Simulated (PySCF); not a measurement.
1-chloropentafluorobenzene, C₆ClF₅.
Z-matrix (Å and degrees, PBE0-D3(BJ)/def2-SVP geometry), rows numbered from 1:
```
F 
C   1  1.3179
C   2  1.3941  1  119.95
F   3  1.3199  2  119.94  1    -0.09
C   3  1.3935  2  119.91  1  -179.67
F   5  1.3175  3  119.24  2   179.67
C   5  1.3969  3  120.27  2    -0.69
Cl  7  1.7111  5  120.22  3  -179.72
C   7  1.3970  5  119.57  3     0.59
F   9  1.3177  7  120.55  5   179.79
C   9  1.3935  7  120.21  5    -0.55
F  11  1.3197  2  119.83  1     0.12
```

All values: wB97X-D/def2-SVPD (PySCF, non-relativistic), on one gas-phase PBE0-D3(BJ)/def2-SVP geometry that isn't relaxed in the solvent. The solvent is an IEF-PCM continuum (cavity from Bondi-type radii × 1.2). The model holds no explicit solvent molecules, cavitation or dispersion.

Gas phase at wB97X-D/def2-SVPD: HOMO -9.67 eV, LUMO 0.34 eV, dipole 0.25 D.

Problem. What does the continuum do to the energy, the frontier levels and the dipole at wB97X-D/def2-SVPD in chloroform and dichloromethane?

Solution. 
```
        solvent      ε  E(solvent) − E(gas) (kcal/mol)  polarisation term (kcal/mol)  distortion of the solute (kcal/mol)  HOMO (eV)  LUMO (eV)  dipole (D)
     chloroform  4.711                           -1.59                         -1.71                                 0.12      -9.50       0.54        0.22
dichloromethane   8.93                           -1.94                         -2.12                                 0.18      -9.47       0.57        0.20
```

The polarisation term is half the interaction of the solute with the surface charges that it induces; the rest is the cost of distorting the solute's density. The sum is the electrostatic part of solvation alone. From chloroform to dichloromethane the lowering changes by a factor 1.22, Onsager's factor (ε − 1)/(2ε + 1) by 1.18 and ε itself by 1.9.

Problem. How does the static polarisability (wB97X-D/def2-SVPD, frozen core, with the continuum's full static response) change?

Solution. 
```csv
medium,isotropic (au),principal values (au),⟨r²⟩ of the electrons (bohr²)
gas,84.7,"50.1, 92.2, 111.8",2153.9
chloroform,104.1,"60.7, 113.7, 137.8",2154.9
dichloromethane,108.4,"63.9, 118.4, 143.1",2155.1
```

The isotropic value in dichloromethane is 1.28 times the gas-phase one; no cavity-field correction is applied. ⟨r²⟩ is taken about the centre of nuclear charge.

wB97X-D is run here without its empirical dispersion term; that term would change no orbital, density or response property at a fixed geometry.
